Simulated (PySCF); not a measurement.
## M06 on Fe⁺ (iron, charge +1)

Configuration: [Ar] 3d6 4s1, high-spin 6D determinant. All numbers are calculated (PySCF 2.14, no relativity, point nucleus, in aug-cc-pVTZ with one added diffuse shell each of s, p, d, f, g type (9s8p6d4f3g, 118 functions)).

| Item | Value |
| --- | --- |
| Total energy | -1263.330 hartree |
| One-electron energy | -1736.317 hartree |
| Hartree (Coulomb) energy | 528.347 hartree |
| Exchange-correlation energy | -55.360 hartree |
| Kinetic energy | 1261.97868 hartree |
| ⟨S²⟩ | 8.7554 |
| ⟨L²⟩ | 6.007 |
| Sum of ⟨r⟩ | 18.12 bohr |
| Sum of ⟨r²⟩ | 24.98 bohr² |
| Traceless quadrupole moment −½Σ⟨3z² − r²⟩ along its main axis | 0.406 e·bohr² |
| Density at the nucleus (Gaussians lack the cusp) | 11800 bohr⁻³ |
| Spin density at the nucleus | 6.46 bohr⁻³ |
| Langevin diamagnetic susceptibility | -19.8 ×10⁻⁶ cm³/mol |

| shell | electrons | mean orbital energy (hartree) | spread (hartree) | rms radius, mean of both spins (bohr) |
| --- | --- | --- | --- | --- |
| 1s α | 1 | -256.72453 | 0 | 0.0685 |
| 1s β | 1 | -256.72077 | 0 | 0.0685 |
| 2s α | 1 | -30.65258 | 0 | 0.292 |
| 2s β | 1 | -30.59242 | 0 | 0.292 |
| 2p α | 3 | -26.42785 | 0.02957 | 0.262 |
| 2p β | 3 | -26.36956 | 0.01460 | 0.262 |
| 3s α | 1 | -4.01023 | 0 | 0.879 |
| 3s β | 1 | -3.78922 | 0 | 0.879 |
| 3p α | 3 | -2.75434 | 0.05824 | 0.937 |
| 3p β | 3 | -2.52690 | 0.02757 | 0.937 |
| 3d α | 5 | -0.73895 | 0.06117 | 1.25 |
| 3d β | 1 | -0.56903 | 0 | 1.25 |
| 4s α | 1 | -0.49934 | 0 | 2.86 |
